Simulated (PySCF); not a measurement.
## Magnetic susceptibility: SMILES [SiH3]/C=C(/C(=O)F)C(F)(F)F, C$_{4}$H$_{4}$F$_{4}$OSi

Geometry (Å), atoms numbered from 1 in this order:
```xyz
14

O    -2.926   -0.996    0.375
C    -1.810   -1.239    0.083
F    -1.459   -2.520   -0.225
C    -0.647   -0.335    0.005
C     0.609   -0.754   -0.165
Si    2.203    0.289   -0.208
C    -1.017    1.113    0.210
F    -1.319    1.375    1.490
F    -2.066    1.484   -0.528
F    -0.019    1.951   -0.117
H     0.733   -1.823   -0.282
H     2.180    1.067   -1.441
H     2.263    1.097    1.004
H     3.273   -0.709   -0.224
```

The calculation used GIAO HF/pcSseg-1 magnetisability, rotational g tensor and spin-rotation constants, non-relativistic, gas phase in PySCF 2.14.0. Geometry: GFN2-xTB.

Question: What are the magnetisability and the molar susceptibility?

Answer: Isotropic -1256 × 10⁻³⁰ J/T², or -75.7 × 10⁻⁶ cm³/mol; principal values -1446, -1210, -1113 × 10⁻³⁰ J/T², anisotropy 297 × 10⁻³⁰ J/T² (root of half the summed squared differences of the principal values). The susceptibility is in cgs units.

Question: Split it along the inertial axes a, b, c into diamagnetic and paramagnetic parts about the centre of mass, with the quadrupole moment.

Answer: 
| axis | χ (10⁻⁶ cm³/mol) | diamagnetic (10⁻⁶ cm³/mol) | paramagnetic (10⁻⁶ cm³/mol) | summed x² of all electrons (Å²) | quadrupole Θ (D Å) |
| --- | --- | --- | --- | --- | --- |
| a | -72.8 | -873.7 | 800.9 | 265.3 | -4.00 |
| b | -67.1 | -1284.7 | 1217.5 | 168.4 | +0.59 |
| c | -87.1 | -1839.8 | 1752.7 | 37.5 | +3.40 |

Anisotropies 2χaa − χbb − χcc = +8.7 and 2χbb − χaa − χcc = +25.6 × 10⁻⁶ cm³/mol. Θ is traceless in Buckingham's convention.

Question: And the rotational g tensor?

Answer: 
```
axis  rotational constant (GHz)        g  nuclear part  electronic part
   a                     1.4104  -0.0278        0.5029          -0.5307
   b                     0.9595  -0.0227        0.5261          -0.5488
   c                     0.6402  -0.0096        0.5175          -0.5271
```
Asymmetric top; isotopes 12C, 19F, 1H, 16O, 28Si; no vibrational averaging.
